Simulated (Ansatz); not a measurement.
Cartesian coordinates in Å:
```
C -0.394 -0.739 -0.960
Si -0.039 0.443 0.397
O 1.157 -0.144 1.323
F -1.343 0.677 1.279
Cl 0.469 2.297 -0.313
H 0.484 -0.866 -1.594
H -1.220 -0.377 -1.576
H -0.668 -1.712 -0.546
H 1.553 0.420 1.989
```

Charge 0, multiplicity 1.

List the ωB97M-V/def2-TZVPP orbital energies in eV (the Gaussian-basis code of Ansatz). (An estimate is asked.)

Ansatz gave: Occupied: -2771.92, -1808.90, -677.52, -526.64, -281.37, -262.34, -199.80, -199.69, -199.69, -149.73, -103.89, -103.87, -103.80, -36.15, -31.47, -25.91, -22.84, -18.76, -17.18, -15.68, -15.52, -14.73, -14.20, -14.13, -13.38, -12.81, -12.29, -11.65, -11.57. Lowest empty: 2.14, 2.88, 3.75, 3.92, 4.28, 4.43, 4.94, 5.35.
